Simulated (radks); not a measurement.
Problem. Species: V11+. Configuration: [He] 2s2 2p5.75 3s2 3p0.25 (fractional occupations, a model configuration). Method: scalar-relativistic Kohn-Sham, PBE, spin-unpolarised, spherical densities, point nucleus; computed with a radial shooting solver on a logarithmic mesh with Libxc functionals. Some entries of the table are withheld. Estimate them.

| orbital | occ. | eigenvalue (eV) | <r> (bohr) | <r^2> (bohr^2) |
|---|---|---|---|---|
| 1s | 2 | -5673.922 | 0.06640 | 0.005929 |
| 2s | 2 | (1) | 0.3039 | 0.1089 |
| 2p | 5.75 | (2) | (3) | (4) |
| 3s | 2 | -298.5920 | 0.8055 | (5) |
| 3p | 0.25 | -270.4013 | 0.8058 | 0.7470 |

Solution. 
(1) 2s eigenvalue (eV): -889.0245
(2) 2p eigenvalue (eV): -792.9923
(3) 2p <r> (bohr): 0.2689
(4) 2p <r^2> (bohr^2): 0.08867
(5) 3s <r^2> (bohr^2): 0.7370
